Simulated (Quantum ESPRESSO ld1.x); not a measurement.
Problem. Radial electron density D(r) = 4 pi r^2 rho(r) of an atom or ion with 35 electrons. Calculated with ld1.x of Quantum ESPRESSO 7.5: scalar-relativistic Kohn-Sham, LDA (Slater exchange, Perdew-Zunger correlation), spin-polarised, spherical densities, point nucleus.

```
   r/bohr * D(r) (the largest magnitude, 80.1, reaches the edge; | marks zero)
  0.00199 |  *
 0.002279 |   *
 0.002591 |    *
 0.002968 |     *
 0.003373 |       *
 0.003865 |        *
 0.004428 |          *
 0.005033 |             *
 0.005766 |               *
 0.006553 |                  *
 0.007508 |                      *
 0.008601 |                         *
 0.009776 |                             *
   0.0112 |                                 *
  0.01273 |                                    *
  0.01458 |                                       *
  0.01671 |                                         *
  0.01899 |                                          *
  0.02176 |                                          *
  0.02473 |                                          *
  0.02833 |                                        *
  0.03246 |                                      *
  0.03689 |                                     *
  0.04226 |                                    *
  0.04804 |                                      *
  0.05503 |                                         *
  0.06305 |                                             *
  0.07166 |                                                  *
   0.0821 |                                                     *
  0.09406 |                                                      *
   0.1069 |                                                    *
   0.1225 |                                               *
   0.1392 |                                         *
   0.1595 |                                     *
   0.1827 |                                    *
   0.2077 |                                      *
   0.2379 |                                         *
   0.2704 |                                           *
   0.3098 |                                         *
   0.3549 |                                   *
   0.4034 |                          *
   0.4622 |                  *
   0.5253 |            *
   0.6018 |          *
   0.6895 |         *
   0.7836 |        *
   0.8978 |      *
     1.02 |    *
    1.169 | *
    1.339 |*
    1.522 *
    1.744 *
    1.982 *
    2.271 *
    2.602 *
```

What is the nuclear charge?

Solution. Z = 49. The innermost maximum, from 1s, lies near gamma/Z bohr with gamma = sqrt(1 - (Z/c)^2) = 0.934, here 0.0191 bohr (found: 0.0209), and its height grows with Z. The density is that of the indium ion In14+ in [Ar] 3d10 4s2 4p5; the configuration itself is not fixed sharply by these data, and Z only to a few units. D(r) has 3 maxima, at r = 0.0209, 0.0911, 0.275 bohr, and minima at 0.0409, 0.178 bohr, inside which lie 2.00, 11.12 electrons.
